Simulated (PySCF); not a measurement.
## Ti¹⁰⁺ (titanium, charge +10) across methods

[Ne] 3s2, closed-shell 1S. Calculation: PySCF 2.14, in an uncontracted even-tempered set (19 s from 0.59 bohr⁻², ratio 2.5; 12 p from 0.76 bohr⁻², ratio 2.5; 5 d from 3.3 bohr⁻², ratio 2.7; 4 f from 5 bohr⁻², ratio 2.7); the spin-free X2C one-electron Hamiltonian (Gaussian nucleus).

```tsv
method	E (hartree)	mean ε 2s (eV)	mean ε 2p (eV)	mean ε 3s (eV)	Σ⟨r²⟩ (bohr²)	⟨S²⟩
B97-3	-815.816	-786.16	-691.85	-256.56	2.558	0.000
PBE	-815.662	-771.37	-680.73	-253.77	2.560	0.000
PBE0	-815.703	-784.89	-690.98	-256.34	2.561	0.000
r2SCANh	-815.831	-783.27	-688.83	-255.09	2.566	0.000
LDA	-813.753	-769.60	-680.33	-253.83	2.561	0.000
UHF	-815.36012	-823.91	-720.18	-262.85	2.570	0.000
r2SCAN	-815.829	-778.67	-685.22	-254.11	2.566	0.000
```
